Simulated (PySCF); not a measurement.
Si(F)(Cl)(Me)2 (C₂H₆ClFSi), SMILES C[Si](F)(C)Cl. Heavy atoms are numbered as in [CH3:1][Si:2]([CH3:3])([F:4])[Cl:5]. Hydrogens are named by the atom that carries them.

The structure is a stationary point at ωB97X-D3(BJ)/def2-SVP.

Computed with PySCF with PBE0/pcSseg-1.

GIAO shieldings, no solvent; atoms alike by connectivity are averaged. δ = σ(ref) − σ: ¹³C against TMS (σ = 186.3 ppm); ²⁹Si against TMS (σ = 352.7 ppm); ¹⁹F against CFCl3 (σ = 167.2 ppm); ³⁵Cl against HCl (σ = 945.9 ppm); ¹H against TMS (σ = 31.56 ppm), references at their B3LYP-D3(BJ)/def2-TZVP geometries, non-relativistic (without spin–orbit terms, shifts of atoms bonded to Cl or Br come out too high).

Question: Estimate the chemical shifts. (Estimate from the structure and the level; the computed values follow.)

Answer: 
```json
[
 {"nucleus": "¹³C", "atoms": "C1 (CH3)", "count": "2", "δ (ppm)": "5.1"},
 {"nucleus": "²⁹Si", "atoms": "Si2", "count": "1", "δ (ppm)": "41.7"},
 {"nucleus": "¹⁹F", "atoms": "F4", "count": "1", "δ (ppm)": "-151.0"},
 {"nucleus": "³⁵Cl", "atoms": "Cl5", "count": "1", "δ (ppm)": "66.7"},
 {"nucleus": "¹H", "atoms": "H on C1", "count": "6", "δ (ppm)": "0.77"}
]
```
